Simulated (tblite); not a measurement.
C11H10.
Numbering: `[CH:1]#[C:2][c:3]1[c:4]([CH3:5])[cH:6][cH:7][c:8]2[c:9]1[CH2:10][CH2:11]2` (hydrogens: H12 on C1; H13, H14, H15 on C5; H16 on C6; H17 on C7; H18, H19 on C10; H20, H21 on C11)

Computed geometry: GFN2-xTB, gas phase.

Task: What internal coordinates does the optimisation give?

Result: 
```json
{"bond": "C1≡C2", "length (pm)": "120.1", "order": "triple"}
{"bond": "C2–C3", "length (pm)": "141.4", "order": "single"}
{"bond": "C3–C4", "length (pm)": "141.3", "order": "aromatic"}
{"bond": "C4–C5", "length (pm)": "149.9", "order": "single"}
{"bond": "C4–C6", "length (pm)": "138.7", "order": "aromatic"}
{"bond": "C6–C7", "length (pm)": "139.7", "order": "aromatic"}
{"bond": "C7–C8", "length (pm)": "137.2", "order": "aromatic"}
{"bond": "C8–C9", "length (pm)": "139.2", "order": "aromatic"}
{"bond": "C9–C10", "length (pm)": "150.5", "order": "single"}
{"bond": "C10–C11", "length (pm)": "155.6", "order": "single"}
{"bond": "C3–C9", "length (pm)": "138.0", "order": "aromatic"}
{"bond": "C8–C11", "length (pm)": "150.8", "order": "single"}
{"bond": "C1–H12", "length (pm)": "104.9", "order": "single"}
{"bond": "C5–H13, C5–H14, C5–H15", "length (pm)": "108.9", "order": "single"}
{"bond": "C6–H16", "length (pm)": "108.1", "order": "single"}
{"bond": "C7–H17", "length (pm)": "108.0", "order": "single"}
{"bond": "C10–H18, C10–H19", "length (pm)": "108.9", "order": "single"}
{"bond": "C11–H20, C11–H21", "length (pm)": "108.9", "order": "single"}
```

Bonds in one row agree within 1 pm and their mean is given. Orders are formal, as drawn. A selection of angles:
```json
{"angle": "C1–C2–C3", "degrees": "179.2"}
{"angle": "C2–C3–C4", "degrees": "121.5"}
{"angle": "C2–C3–C9", "degrees": "122.7"}
{"angle": "C4–C3–C9", "degrees": "115.8"}
{"angle": "C3–C4–C5", "degrees": "118.7"}
{"angle": "C3–C4–C6", "degrees": "120.5"}
{"angle": "C5–C4–C6", "degrees": "120.8"}
{"angle": "C4–C6–C7", "degrees": "123.2"}
{"angle": "C6–C7–C8", "degrees": "115.6"}
{"angle": "C7–C8–C9", "degrees": "122.2"}
{"angle": "C7–C8–C11", "degrees": "144.8"}
{"angle": "C9–C8–C11", "degrees": "93.0"}
{"angle": "C8–C9–C10", "degrees": "93.2"}
{"angle": "C3–C9–C8", "degrees": "122.7"}
{"angle": "C3–C9–C10", "degrees": "144.1"}
{"angle": "C9–C10–C11", "degrees": "86.8"}
{"angle": "C8–C11–C10", "degrees": "86.9"}
```

Torsions: C8–C9–C10–C11 0° (synperiplanar); C9–C10–C11–C8 0° (synperiplanar); C7–C8–C11–C10 180° (antiperiplanar).

Of the pairs four or more bonds apart, H13···H16 is among the closest relative to their van der Waals radii: 2.32 Å, 97 % of the sum of Bondi's values. The 11 heavy atoms lie in one plane (0.001 Å rms). The 12 C–C bonds span 1.201 Å (C1≡C2, drawn triple) to 1.556 Å (C10–C11, drawn single), a spread of 0.355 Å. The 4-membered ring C8–C9–C10–C11 has internal angles of 86.8° to 93.2° (sum 360°, against 360° for a flat polygon); it is planar, 0.00 Å rms from its mean plane, widest ring torsion 0°. The 6-membered ring C3–C4–C6–C7–C8–C9 has internal angles of 115.6° to 123.2°; it is planar, 0.00 Å rms from its mean plane, widest ring torsion 0°.

Point group: Cs (every atom within 0.08 Å of its image). Its GFN2-xTB frequencies are all real (lowest 81 cm⁻¹).
